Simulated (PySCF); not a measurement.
Sb₂, charge +1, doublet, at a GFN2-xTB geometry (a state made from the parent by changing its charge; the spin is typed, not shown lowest) (core potentials on Sb); PBE0/def2-SVP (PySCF).

Here is a job for PySCF.
```python
from pyscf import gto, scf, dft

mol = gto.Mole()
mol.atom = '''
    Sb   -0.000000   -0.000000   -1.344861
    Sb    0.000000    0.000000    1.344861
'''
mol.basis = 'def2-svp'
mol.ecp = {'Sb': 'def2-svp'}
mol.charge = 1
mol.spin = 1
mol.verbose = 4
mol.build()

mf = dft.UKS(mol)
mf.xc = 'pbe0'
mf.kernel()
mf.analyze()
```

What the program printed (banner, timings and long lists left out):

```
PySCF version 2.14.0

[INPUT] verbose = 4
[INPUT] num. atoms = 2
[INPUT] num. electrons = 45
[INPUT] charge = 1
[INPUT] spin (= nelec alpha-beta = 2S) = 1
[INPUT] symmetry False subgroup None
[INPUT] Mole.unit = angstrom
[INPUT] Symbol           X                Y                Z      unit          X                Y                Z       unit  Magmom
[...]
nuclear repulsion = 104.075716589551
number of shells = 20
number of NR pGTOs = 122
number of NR cGTOs = 52
basis = def2-svp
ecp = {'Sb': 'def2-svp'}

******** <class 'pyscf.dft.uks.UKS'> ********
method = UKS
initial guess = minao
damping factor = 0
level_shift factor = 0
DIIS = <class 'pyscf.scf.diis.CDIIS'>
diis_start_cycle = 1
diis_space = 8
diis_damp = 0
SCF conv_tol = 1e-09
SCF conv_tol_grad = None
SCF max_cycles = 50
direct_scf = True
direct_scf_tol = 1e-13
number electrons alpha = 23  beta = 22
XC library pyscf.dft.libxc version 7.1.2
    S. Lehtola, C. Steigemann, M. J. T. Oliveira, and M. A. L. Marques,  SoftwareX 7, 1–5 (2018)
XC functionals = pbe0
    C. Adamo and V. Barone,  J. Chem. Phys. 110, 6158 (1999)
    M. Ernzerhof and G. E. Scuseria,  J. Chem. Phys. 110, 5029 (1999)
radial grids:
    Treutler-Ahlrichs [JCP 102, 346 (1995); DOI:10.1063/1.469408] (M4) radial grids

becke partition: Becke, JCP 88, 2547 (1988); DOI:10.1063/1.454033
pruning grids: <function nwchem_prune>
grids dens level: 3
symmetrized grids: False
atomic radii adjust function: <function treutler_atomic_radii_adjust>
small_rho_cutoff = 0
Set gradient conv threshold to 3.16228e-05
tot grids = 43920
init E= -429.77649629766

cycle= 1 E= -479.135598752954  delta_E= -49.4  |g|= 1.82  |ddm|= 9.65
cycle= 2 E= -479.864475795937  delta_E= -0.729  |g|= 0.993  |ddm|= 4.85
cycle= 3 E= -480.21223450092  delta_E= -0.348  |g|= 0.0815  |ddm|= 1.43
cycle= 4 E= -480.216785766383  delta_E= -0.00455  |g|= 0.0225  |ddm|= 0.202
cycle= 5 E= -480.217221315767  delta_E= -0.000436  |g|= 0.00121  |ddm|= 0.0346
cycle= 6 E= -480.217222130124  delta_E= -8.14e-07  |g|= 9.7e-05  |ddm|= 0.00264
cycle= 7 E= -480.217222138435  delta_E= -8.31e-09  |g|= 9.41e-06  |ddm|= 0.000282
cycle= 8 E= -480.217222138621  delta_E= -1.86e-10  |g|= 9.72e-07  |ddm|= 3.66e-05
Extra cycle  E= -480.217222138622  delta_E= -6.82e-13  |g|= 3.21e-07  |ddm|= 3.17e-06
converged SCF energy = -480.217222138622  <S^2> = 0.75159279  2S+1 = 2.0015922
**** SCF Summaries ****
Total Energy =                        -480.217222138621764
Nuclear Repulsion Energy =             104.075716589550893
One-electron Energy =                -1036.923671446790649
Two-electron Energy =                  452.630732718617992
Two-electron Coulomb Energy =          491.127378123919129
DFT Exchange-Correlation Energy =      -38.496645405301152
**** MO energy ****
                             alpha | beta                alpha | beta
[...]
spin_pop of  0 Sb 4s       -0.00001
spin_pop of  0 Sb 5s        0.00154
spin_pop of  0 Sb 6s       -0.00053
spin_pop of  0 Sb 7s        0.00018
spin_pop of  0 Sb 4px       0.00004
spin_pop of  0 Sb 4py       0.00051
spin_pop of  0 Sb 4pz       0.00674
spin_pop of  0 Sb 5px      -0.00032
spin_pop of  0 Sb 5py       0.00008
spin_pop of  0 Sb 5pz       0.00107
spin_pop of  0 Sb 6px      -0.00095
spin_pop of  0 Sb 6py       0.03379
spin_pop of  0 Sb 6pz       0.44595
spin_pop of  0 Sb 7px      -0.00025
spin_pop of  0 Sb 7py      -0.00001
spin_pop of  0 Sb 7pz       0.00017
spin_pop of  0 Sb 4dxy      0.00211
spin_pop of  0 Sb 4dyz     -0.00069
spin_pop of  0 Sb 4dz^2     0.00004
spin_pop of  0 Sb 4dxz     -0.00182
spin_pop of  0 Sb 4dx2-y2    0.00009
spin_pop of  0 Sb 5dxy      0.00826
spin_pop of  0 Sb 5dyz      0.00080
spin_pop of  0 Sb 5dz^2     0.00128
spin_pop of  0 Sb 5dxz      0.00196
spin_pop of  0 Sb 5dx2-y2   -0.00004
spin_pop of  1 Sb 4s       -0.00001
spin_pop of  1 Sb 5s        0.00154
spin_pop of  1 Sb 6s       -0.00053
spin_pop of  1 Sb 7s        0.00018
spin_pop of  1 Sb 4px       0.00004
spin_pop of  1 Sb 4py       0.00051
spin_pop of  1 Sb 4pz       0.00674
spin_pop of  1 Sb 5px      -0.00032
spin_pop of  1 Sb 5py       0.00008
spin_pop of  1 Sb 5pz       0.00107
spin_pop of  1 Sb 6px      -0.00095
spin_pop of  1 Sb 6py       0.03379
spin_pop of  1 Sb 6pz       0.44595
spin_pop of  1 Sb 7px      -0.00025
spin_pop of  1 Sb 7py      -0.00001
spin_pop of  1 Sb 7pz       0.00017
spin_pop of  1 Sb 4dxy      0.00211
spin_pop of  1 Sb 4dyz     -0.00069
spin_pop of  1 Sb 4dz^2     0.00004
spin_pop of  1 Sb 4dxz     -0.00182
spin_pop of  1 Sb 4dx2-y2    0.00009
spin_pop of  1 Sb 5dxy      0.00826
spin_pop of  1 Sb 5dyz      0.00080
spin_pop of  1 Sb 5dz^2     0.00128
spin_pop of  1 Sb 5dxz      0.00196
spin_pop of  1 Sb 5dx2-y2   -0.00004
In total            23.00000 | 22.00000

WARN: System has nonzero charge 1; the dipole moment is origin-dependent.
Location of origin: [0. 0. 0.]

Dipole moment(X, Y, Z, Debye):  0.00000,  0.00000,  0.00000
```
